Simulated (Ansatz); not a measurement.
Species: C3H4O2, SMILES `CC(=O)C=O` (O–C–C–O torsion 180°) (charge 0, multiplicity 1).

**Question.** Give a relaxed geometry from B3LYP-D3(BJ)/def2-TZVP (Ansatz, a program for electronic structure).

**Answer.** One answer among several that fit: the end point of this relaxation, one of several conformers (outside a Z-matrix the atoms follow the SMILES, hydrogens last).
Z-matrix (Å, degrees):
```
C
O 1 1.2079
C 1 1.4980 2 125.15
H 3 1.0868 1 110.00 2 0.16
H 3 1.0923 4 110.51 1 -121.40
H 3 1.0923 4 110.49 5 -117.24
C 1 1.5351 2 117.53 3 -179.99
O 7 1.2007 1 123.37 2 -179.91
H 7 1.1072 8 123.40 1 -179.99
```
